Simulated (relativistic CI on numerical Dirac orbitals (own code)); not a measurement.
**Ho³⁺: 4f valence photoemission**

Computed with this model: Dirac-Coulomb-Breit CI, orbitals from a KLI potential per configuration, model QED, valence Slater integrals scaled by 0.9, multiplet model of photoemission in the sudden approximation; configurations [Xe] 4f10 → [Xe] 4f9; 80 K; Lorentzian 0.15 eV and Gaussian 0.3 eV FWHM. Energies are those of the free ion, without screening or charge transfer. The energies are binding energies and can lie tens of eV above those of solids. S is read from ⟨S²⟩ = S(S + 1).

Computed curve for free ion, scaled to 100 at the maximum (points under 2 are left out and the grid is thinned):

```
Energy (eV)  Intensity
       38.5        2.5
       38.7        5.7
       38.9       22.6
       39.2       70.1
       39.4       31.7
       39.6       25.6
       39.8       22.5
       40.0       16.5
       40.2       20.5
       40.5       30.8
       40.7       13.4
       40.9        4.4
       41.1        2.7
       41.3        2.6
       41.6        4.4
       41.8       11.5
       42.0       35.1
       42.2       57.6
       42.4       93.5
       42.6       87.1
       42.9       20.5
       43.1       17.4
       43.3       22.5
       43.5       14.1
       43.7        8.1
       43.9        7.3
       44.2        4.1
       44.4        2.4
       44.6        2.1
       44.8        3.4
       45.0        4.9
       45.3        2.1
       46.4        2.9
       46.6        2.7
       46.8        2.0
       47.0        2.9
       47.2        4.7
       47.5        2.3
       50.3        3.6
       50.5        2.8
```

The ground state has S = 1.95, and the centroid lies at 41.69 eV.
